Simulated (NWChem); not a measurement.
Molecule: MgSiH4; SMILES [MgH][SiH3]

```xyz
6

Mg    -0.1833    -1.4536    -0.0024
H     -0.2413    -3.1676    -0.0034
Si    -0.0987     1.1374    -0.0010
H      1.2871     1.6852     0.2662
H     -0.9928     1.7615     1.0491
H     -0.5307     1.7467    -1.3177
```
Atoms are numbered in this order, from 1.

Computed with NWChem. Pople sets run with spherical d functions. The geometry was optimised at PBE-D3(BJ)/def2-SVP. Vzz is the largest principal value of the second derivative of the potential at the nucleus (NWChem prints the opposite sign); η is the asymmetry. Non-relativistic.

```
level           Vzz Mg1 (a.u.)  η Mg1
--------------  --------------  -----
PBE0/6-31G*             -0.774   0.00
PBE0/def2-TZVP          -1.048   0.00
PBE/6-31G*              -0.743   0.00
PBE/def2-TZVP           -1.027   0.00
```
